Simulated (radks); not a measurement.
Correlation energies from several functionals, in hartree. Species: Cs+ [Xe]; Fe3+ [Ar] 3d5. All-electron calculation, non-relativistic Kohn-Sham, PBE, spin-polarised, spherical densities, point nucleus. Program: a radial shooting solver on a logarithmic mesh with Libxc functionals. Every spin shell is full or empty, so the densities are truly spherical. Functionals are evaluated on that one density, not self-consistently.

functional      Cs+     Fe3+
PW92        -5.2404  -2.0229
VWN5        -5.2627  -2.0332
Wigner      -2.8925  -1.1359
PBEsol      -3.3312  -1.1810
P86         -3.3439  -1.1618
PW91        -3.1838  -1.1228
AM05        -4.8891  -1.8581
TPSS        -2.9509  -1.0304
SCAN        -2.9371  -1.0187
B95         -3.6079  -1.2262
